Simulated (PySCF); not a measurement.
AlClH5NO2Si, SMILES [OH][Al]([OH])[NH][SiH2]Cl. Atoms are numbered in the order given.

```xyz
11

Si     1.4715     0.4693    -0.3855
Cl     2.4031    -0.4801     1.2170
N      0.0369    -0.3232    -0.8884
Al    -1.6411    -0.0057    -0.3506
O     -2.8365    -1.0486    -0.9412
O     -2.0312     1.2752     0.6860
H      1.0994     1.8303     0.0941
H      2.4857     0.5294    -1.4722
H      0.1735    -1.1507    -1.4660
H     -3.7668    -0.9942    -0.7199
H     -1.4279     1.9003     1.0884
```

The structure is a stationary point at PBE0-D3(BJ)/def2-SVP. The structure was generated by enumeration; whether it is a known compound was not checked. Other conformers were not sampled.

Method: TDDFT-PBE/def2-SVPD run with PySCF.

Vertical excitations. 

**Question.** List the lowest excited states. (An estimate is asked for; the answer gives what the named calculation found.)

**Answer.** 
| state | energy (eV) | λ (nm) | f | main pairs |
|---|---|---|---|---|
| S1 | 5.30 | 234 | 0.009 | HOMO→LUMO 100 % |
| S2 | 5.84 | 212 | 0.001 | HOMO−1→LUMO 100 % |
| S3 | 6.05 | 205 | 0.000 | HOMO−2→LUMO 100 % |
| S4 | 6.22 | 199 | 0.026 | HOMO−3→LUMO 97 % |
| S5 | 6.55 | 189 | 0.002 | HOMO→LUMO+2 91 % |
| S6 | 6.62 | 187 | 0.026 | HOMO−4→LUMO 89 % |
| S7 | 6.65 | 186 | 0.159 | HOMO→LUMO+1 83 % |
| S8 | 6.72 | 185 | 0.051 | HOMO−5→LUMO 89 % |
| S9 | 6.76 | 183 | 0.043 | HOMO−6→LUMO 94 % |
| S10 | 6.98 | 178 | 0.028 | HOMO→LUMO+4 82 %, HOMO→LUMO+3 12 % |
| T1 | 5.11 | 243 | 0 | HOMO→LUMO 99 % |
| T2 | 5.79 | 214 | 0 | HOMO−1→LUMO 94 % |
| T3 | 5.86 | 212 | 0 | HOMO−2→LUMO 93 % |
| T4 | 6.10 | 203 | 0 | HOMO−3→LUMO 99 % |
Triplets are in the Tamm–Dancoff approximation, which puts them higher than full response would, so one can lie above its singlet here.
